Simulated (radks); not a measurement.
Results of a calculation; reference values are marked as such.
Question: Ionisation of Hg, [Hg], to Hg+, [Xe] 4f14 5d10 6s1, under several functionals. Dirac Kohn-Sham, spin-unpolarised, spherical densities, point nucleus; a radial shooting solver on a logarithmic mesh with Libxc functionals. The NIST Atomic Spectra Database gives 10.438 eV (measured). Rank these functionals by the error of their Delta-SCF ionisation energy: OLYP; LDA (Slater exchange, Perdew-Zunger correlation); PBE; PBEsol.

Answer: From best to worst: OLYP 10.385 eV (-0.053); PBE 10.701 eV (+0.264); PBEsol 10.754 eV (+0.316); LDA (Slater exchange, Perdew-Zunger correlation) 11.059 eV (+0.621). Spin polarisation and multiplet splitting are left out, so open shells lie too high by an amount that depends on their filling.

Beside tabulated values, note that spin-unpolarised runs miss the spin-polarisation part of the exchange energy of open shells.
